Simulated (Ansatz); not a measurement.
Reactions of AlH₅OSSi (`[AlH2][O][SiH2]S`).

Calculated with Ansatz (gas phase, PBE0-D4/def2-TZVP geometries, no zero-point term in ΔE). CBS: MP2 limit from def2 TZ/QZ plus the TZ coupled-cluster correction, frozen cores. This one scheme is used for every species. Functionals use def2-TZVPP. One conformer a species, not always the lowest.

| reaction | CCSD/CBS(def2) (kJ/mol) | B97M-V (kJ/mol) | CCSD(T)/CBS(def2) (kJ/mol) |
| --- | --- | --- | --- |
| `[AlH2][O][SiH2]S` → `[OH][AlH2]` + `[SiH]S` | 287 | 279 | 285 |
| `[AlH2][O][SiH2]S` + H₂ → `[AlH2][O][SiH3]` + H₂S | 46 | 49 | 51 |
| `[AlH2][O][SiH2]S` + `[SiH3]S` → `[AlH2][S][SiH3]` + `O[SiH2]S` | 39 | 37 | 36 |
| `[AlH2][O][SiH2]S` + `O[SiH2][SiH3]` → `[SiH3][SiH2]S` + `O[SiH2][O][AlH2]` | -21 | -19 | -21 |

Largest T1 diagnostic: 0.016, for `[SiH]S`.
